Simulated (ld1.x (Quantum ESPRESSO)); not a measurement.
# Cu, TM: configuration errors across variants

* Element: copper (Cu)
* Generator: ld1.x (Quantum ESPRESSO) 7.5
* Type: norm-conserving Troullier–Martins (Kleinman–Bylander form)
* Functional: PBE
* Relativity: fully relativistic
* Frozen core: [Ne] 3s2
* Valence charge: 17
* Reference configuration: 3p6 3d10 4s0 4p0 (charge +1)
* Partial waves: 4s (bound, empty): rc 1.90 bohr; 3p (bound): rc 1.15 bohr; 3d (bound): rc 1.25 bohr
* Local potential: all-electron potential smoothed inside 1.30 bohr (lloc = -2)
* Core correction: none

Open shells are filled in proportion to 2j + 1 (rel_dist='average').

All-electron excitation energies from the reference (eV): (1) 3p6 3d10 4s1 4p0 -8.149; (2) 3p6 3d9 4s0 4p0 21.333; (3) 3p6 3d8 4s0 4p0 60.353; (4) 3p6 3d9 4s2 4p0 -6.178; (5) 3p6 3d10 4s0.5 4p0 -4.986; (6) 3p6 3d7 4s0 4p0 120.060; (7) 3p5 3d10 4s1 4p0 71.412.

1 further variants failed, have other tests or too few solved ones, and are left out.

A true bound ghost makes a file unfit for plane-wave use even where its test errors are small: the radial tests pick states by their node count and pass the ghost by.

Errors AE − PS in meV (a dash: test not solved or not reliable):

```tsv
change	(1)	(2)	(3)	(4)	(5)	(6)	(7)	bound ghosts
base	-7.2	-23	-129	-110	-2.3	-334	-165	none
local potential all-electron potential smoothed inside 0.72 bohr (lloc = -2)	-7.0	-5.5	-29	-95	-2.1	-48	-141	s
local potential all-electron potential smoothed inside 1.24 bohr (lloc = -2)	-6.8	-19	-106	-102	-2.2	-272	-144	none
local potential all-electron potential smoothed inside 1.42 bohr (lloc = -2)	-7.7	-34	-187	-126	-2.4	-495	-199	none
local potential all-electron potential smoothed inside 1.62 bohr (lloc = -2)	-8.3	-53	-293	-150	-2.5	-770	-245	none
local potential all-electron potential smoothed inside 1.86 bohr (lloc = -2)	-8.9	-89	-471	-186	-2.7	-1215	-314	none
local potential all-electron potential smoothed inside 2.04 bohr (lloc = -2)	-9.2	-112	-581	-207	-2.7	-1477	-355	none
local potential all-electron potential smoothed inside 2.22 bohr (lloc = -2)	-9.7	-149	-747	-237	-2.9	-1860	–	none
```

(1) Give the same row for: local potential all-electron potential smoothed inside 0.94 bohr (lloc = -2).

Results:

(1) -7.5, -7.8, -42, -102, -2.3, -88, -156; bound ghosts: s.
